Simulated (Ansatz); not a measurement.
**One elementary step**

Start structure (SnH₅ClO₂, closed shell), relaxed at PBE0-D4/def2-TZVP:

Sn1  (-0.292, 0.117, -1.487)
Cl2  (1.575, -1.055, -0.639)
H3  (-0.172, -0.176, -3.163)
H4  (-1.667, -0.600, -0.808)
H5  (-0.050, 1.758, -1.131)
H6  (0.666, -1.051, 1.488)
O7  (0.078, -0.690, 2.175)
O8  (-0.344, 0.521, 1.558)
H9  (0.206, 1.175, 2.007)
(Å)

The step: SnH₃Cl ([Cl][SnH3]) + H₂O₂ ([OH][OH]) → SnH₄O₂ ([OH][O][SnH3]) + HCl; bonds formed: Sn1–O7, Cl2–H6; bonds broken: Sn1–Cl2, H6–O7. Program: Ansatz 0.2.0. Basis: def2-TZVPP and def2-QZVPP. Cores are frozen in the correlated methods. Filled d shells of the heavier atoms are correlated. Core potentials replace the inner electrons of the atoms past krypton. The def2 sets are not built for correlating such inner shells, so the correlated values are less sure here. Extrapolation: Hartree–Fock as exp(−7.88 √X), correlation as X^−2.97. Energies below are by CCSD(T) at an estimated basis limit (MP2 extrapolated from triple and quadruple zeta, plus CCSD(T) − MP2 in triple zeta).

What are the electronic barrier and the energy of the step, from the start structure to the end structure? (To be estimated.)

The calculation gives: Barrier 22.91 kcal/mol; step energy 16.74 kcal/mol (uphill); reverse barrier, their difference, 6.17 kcal/mol. Barrier and step energy count from the start structure, the reverse barrier from the end structure.

The saddle point: One imaginary mode of 201i cm⁻¹.
```csv
pair,start (Å),saddle (Å),end (Å)
Sn1–O7,3.77,2.13,2.03
Cl2–H6,2.31,1.59,1.32
Sn1–Cl2,2.36,3.02,4.06
H6–O7,0.97,1.16,1.69
```

Zero-point energy (harmonic, PBE0-D4): ZPE is 31.65 kcal/mol at the start and 28.92 kcal/mol at the saddle, so the barrier goes from 22.91 to 20.19 kcal/mol.

The T1 diagnostic stays at or below 0.014.

Labels in which every atom is bracketed show which atoms are joined, not bond orders.

For scale, one of the runs: CCSD(T)/def2-TZVPP, 224 basis functions, launched by `ansatz run in.yaml --threads 4 --pin off --events-out ev --progress --plain --max-ram 9574MiB`. Time: 2.8 min of wall clock on 4 CPU threads of an Arm Neoverse V2; the host was shared. Peak host memory: 4 GiB.
